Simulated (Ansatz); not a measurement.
Ansatz (a program for electronic structure) input (HF/3-21G): The .json file is the Basis Set Exchange's 3-21G.

Ansatz 0.2 input:
```yaml
crystal:
  periodic: [false, false, false]
  atoms:
    - {symbol: Ge, position_ang: [-0.00259825, -0.00147908, 0.06663949]}
    - {symbol: H, position_ang: [0.01665056, -1.15692811, -1.09340701]}
    - {symbol: H, position_ang: [0.06649348, 1.20425859, -1.03905662]}
basis:
  gaussian:
    orbitals: 3-21G.json
hamiltonian:
  xc: {name: HF}
total_charge: -1
magnetization: {spin_polarized: true, initial_magnetization: 1}
phonons: {temperatures: {t_min: 298.15, t_max: 298.15, t_step: 100}}
```

Task: Which harmonic wavenumbers does it give?

Result: 960, 1724, 1748 cm⁻¹ (unscaled; negative means imaginary).
